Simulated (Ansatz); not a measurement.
`N[CH]1[SiH2][GeH2]1`, relaxed with RKS PBE-D4/def2-SVP in Ansatz from a rough embedded geometry. The force threshold is 0.03 eV/Å; the program also tests the step.

Total charge 0; spin multiplicity 1.

Start:

```xyz
11

N    -0.855    1.268   -0.156
C    -0.382   -0.013   -0.446
Si    1.426   -0.036   -0.431
Ge   -0.019   -1.069    1.151
H    -1.915    1.203    0.103
H    -0.889    1.853   -1.081
H    -0.896   -0.602   -1.265
H     2.043   -1.141   -1.305
H     2.136    1.151    0.023
H    -0.295   -0.131    2.413
H    -0.355   -2.484    0.995
```

(1) By how much does the energy fall, and how many steps does the optimiser take? (An estimate is asked.)

(2) Which bonds change most? (An estimate is asked.)

(3) Give the relaxed structure. (Estimate.)

## Answers

(1) Computed: 16.61 kcal/mol, in 4 steps.

(2) Computed: C2–Si3 from 1.808 to 1.927 Å; C2–Ge4 from 1.949 to 2.040 Å; Ge4–H11 from 1.462 to 1.546 Å; N1–H6 from 1.095 to 1.029 Å.

(3) The calculation gave: 
```xyz
11

N    -0.959    1.328   -0.213
C    -0.445    0.003   -0.494
Si    1.472   -0.143   -0.372
Ge    0.016   -1.048    1.192
H    -1.959    1.296    0.026
H    -0.867    1.945   -1.032
H    -0.921   -0.615   -1.293
H     2.153   -1.044   -1.362
H     2.216    1.133   -0.112
H    -0.358   -0.307    2.491
H    -0.349   -2.549    1.169
```
